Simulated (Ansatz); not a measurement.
Consider the ligand exchange at the Si–C bond: `COC(O)[SiH3]` + `[OH][Sc]([Cl])[Cl]` → `[SiH3][O][Sc]([Cl])[Cl]` + `COCO`.

Isolated molecules relaxed with PBE0-D4/def2-TZVP in Ansatz; ΔE leaves out vibrations. CBS: MP2 limit from def2 TZ/QZ plus the TZ coupled-cluster correction, frozen cores. This one scheme is used for every species. Functionals use def2-TZVPP. B3LYP here is the variant with VWN-RPA as its local correlation; programs differ in this. For Sc outer-core shells are correlated without core-valence functions, which leaves a few kJ/mol of doubt a bond. Scalar relativity is left out up to krypton. One conformer a species, not always the lowest.

CCSD(T)/CBS gives -34.7 kcal/mol.

Another level gave -30.8 kcal/mol. Which?
A. PBE/def2-TZVPP
B. HF/def2-TZVPP
C. PBE0/def2-TZVPP
D. B3LYP/def2-TZVPP

A. PBE -30.8, B3LYP -34.6, PBE0 -32.6, HF/def2-TZVPP -40.3 kcal/mol.

Largest T1 diagnostic among the species: 0.015.

From PBE to PBE0 (25 % exact exchange), in def2-TZVPP and without D4, ΔE moves by −1.8 kcal/mol. In def2-TZVPP, CCSD(T) changes the Hartree–Fock value by +5.8 kcal/mol (the triples alone add +0.8 kcal/mol) and MP2 by +5.2 kcal/mol. The D4 term adds +0.8 kcal/mol with B3LYP and +0.4 kcal/mol with PBE0; it sums over pairs of atoms, weighted by their polarisabilities, and B3LYP, whose exchange is more repulsive, gets the larger term.

CCSD(T)/CBS has its own doubt, a few kJ/mol and more with outer-core shells, so smaller differences from it don't rank the levels.
